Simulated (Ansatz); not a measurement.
Geometry optimisation, RKS revPBE-D4/def2-SVP in Ansatz 0.2.0.

input.yaml

```yaml
crystal:
  periodic: [false, false, false]
  atoms:
    - { symbol: "N", position_ang: [-0.6207, 0.80511, -0.10652] }
    - { symbol: Ge, position_ang: [0.73514, -0.79646, 0.02164] }
    - { symbol: Cl, position_ang: [-0.13406, -2.01667, 1.42046] }
    - { symbol: H, position_ang: [-1.54489, 0.47579, -0.39608] }
    - { symbol: H, position_ang: [-0.32254, 1.51994, -0.77473] }
    - { symbol: H, position_ang: [-0.7324, 1.2586, 0.80365] }
    - { symbol: H, position_ang: [1.94585, -0.00946, 0.44843] }
    - { symbol: H, position_ang: [0.6736, -1.23684, -1.41685] }
total_charge: 1
basis:
  gaussian: { orbitals: def2-SVP }
hamiltonian:
  xc: revpbe
  dispersion: d4
relax:
  f_tol: 0.015
  max_steps: 40
```

Run as:

```bash
$ ansatz run input.yaml --threads 1 --pin off --max-ram 2048MiB --backend cpu --events-out ev --progress --plain --runs-dir out
```

Q: Where does it end, and by what steps?

A: The forces met the threshold. Limits of this set-up: the dipole of an ion depends on the origin. After 5 steps the energy has fallen by 0.121 eV; Ge2 moved furthest, 0.08 Å.

```json
{"step": "0", "energy less start (eV)": "0.0000", "largest force component (eV/Å)": "1.352", "accepted": "yes"}
{"step": "1", "energy less start (eV)": "-0.1132", "largest force component (eV/Å)": "0.355", "accepted": "yes"}
{"step": "2", "energy less start (eV)": "-0.1196", "largest force component (eV/Å)": "0.085", "accepted": "yes"}
{"step": "3", "energy less start (eV)": "-0.1204", "largest force component (eV/Å)": "0.026", "accepted": "yes"}
{"step": "4", "energy less start (eV)": "-0.1205", "largest force component (eV/Å)": "0.023", "accepted": "yes"}
{"step": "5", "energy less start (eV)": "-0.1205", "largest force component (eV/Å)": "0.002", "accepted": "yes"}
```

```xyz
8
Properties=species:S:1:pos:R:3
N -0.613 0.795 -0.105
Ge 0.754 -0.740 -0.027
Cl -0.187 -1.980 1.430
H -1.548 0.447 -0.383
H -0.356 1.546 -0.771
H -0.728 1.238 0.824
H 2.004 -0.012 0.490
H 0.674 -1.294 -1.459
```

Whether the end is a true minimum wasn't checked by a vibrational analysis.

The run took 19 s on 1 CPU thread of a shared host.
